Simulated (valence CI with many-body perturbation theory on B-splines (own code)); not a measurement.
Tc12+ in brief

Calculated by configuration interaction combined with many-body perturbation theory (CI+MBPT): three valence electrons over a frozen Dirac-Fock core [Ar] 3d10, radial functions for each j: 11 s, 11 p, 10 d, 8 f, 5 g, 2 h, with the one-electron correlation potential Σ1, the two-electron term Σ2, the three-electron term Σ3, Breit, model QED; selected CI, second order for the rest, scaled by the run's own slope (own B-spline code, finite nucleus).

No measured spectrum was set against this ion. As an estimate, levels hold to about 250 cm⁻¹ or 0.2 % of their energy and the worst to 1 %, as in measured heavy ions of charge 2 to 7; those with d or f electrons hold less well.

Names give the largest LS component (configuration and term), which can be under half, so a name can repeat, a term be missing and a line seem to break the LS rules; names also repeat where a configuration has a term twice.

Rates and lifetimes use the calculated energies. Strong lines usually hold to 10 to 20 %, long lifetimes can be off by a factor of two.

Problem. What is the ground level?

Solution. 4s²4p ²P°_1/2, composition 98 % 4s²4p ²P°, g = 0.665.

Problem. Where does the other parity begin?

Solution. At 4s4p² ⁴P_1/2, 213320 cm⁻¹.

Problem. How is the term ²P° of the ground level split?

Solution. J = 1/2 at 0, J = 3/2 at 33563 cm⁻¹.

Problem. How well does LS coupling describe the low levels?

Solution. Among the lowest 20 levels the leading LS term, summed over configurations, holds 86 % on average. For single configurations the figures are 82 % in LS and 78 % in jj coupling. Terms mix most in the J = 3/2 level at 531590 cm⁻¹, where the leading one holds 42 %.

Problem. What is the ionisation energy?

Solution. 262.9 eV; NIST lists 262.08 ± 0.12 eV (semi-empirical).

Problem. Among levels below 1390500 cm⁻¹, which E1 lines absorb most strongly from the ground level?

Solution. to 4s²4d ²D_3/2 at 21.81 nm, f = 1.03; to 4s4p² ²P_1/2 at 31.28 nm, f = 0.478; to 4s4p² ²D_3/2 at 35.16 nm, f = 0.246.

Problem. Name the longest-lived excited levels whose lifetime is computed, and their main decay.

Solution. 4s²4p ²P°_3/2 at 33563 cm⁻¹ lives 2.92 ms, mostly by M1 to 4s²4p ²P°_1/2. The lifetime of 4s4p4d ⁴F°_9/2 is too uncertain to give, and may be longer.
